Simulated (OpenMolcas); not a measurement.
Mn2+ among 2 point charges of -1.5 e arranged as a linear pair (D∞h), 2.06 Å from the ion.

```yaml
Program: OpenMolcas 26.06
Method: "SS-CASPT2, IPEA 0.25 Eh, imaginary shift 0.1 Eh (closed shells correlated: 3s 3p)"
Basis: ANO-RCC-VDZP [5s4p2d1f]
Scalar_Hamiltonian: DKH2, point nucleus
Active_space: 5 electrons in 5 orbitals (3d)
State_averaging: 2S+1 = 6 even, 1 root; 2S+1 = 4 even, 24 roots; 2S+1 = 2 even, 75 roots
Spin-orbit_coupling: RASSI with atomic mean-field integrals over the reference wave functions
```

(1) What is the spin-free ground state (labels by Λ)?

(2) What are the lowest two levels with spin-orbit coupling?

(3) What is χT at 300 K, and how does it compare with the textbook value?

Results:

(1) 6Σ, 1-fold in its orbital part, 100 % from free-ion S terms; it has the highest spin that d5 allows.

(2) A 2-fold level with g = 0.00, 0.00, 10.01, then a 2-fold level 0 cm-1 above it. Their leading multiplicities are 6 (100 %) and 6 (100 %).

(3) The lowest level has 2S+1 = 6, for which the spin-only value is χT = S(S+1) / 2 = 4.375 cm3 K/mol (g = 2). The computed 4.386 at 300 K differs by +0.011, little more than the free-electron g of 2.0023 accounts for.

Roots that are degenerate in the reference are averaged as groups; the widest CASPT2 spread within a group is 33 cm-1 (the 2-fold group of multiplicity 2 near 67400 cm-1 above the lowest state of its run). Shifts and gaps below about the spread of the groups concerned are not significant. Free-ion shares, where given, are those of the reference states; single-state CASPT2 does not remix them. This is an electrostatic model: the charges have no orbitals. No measured value stands beside these numbers.
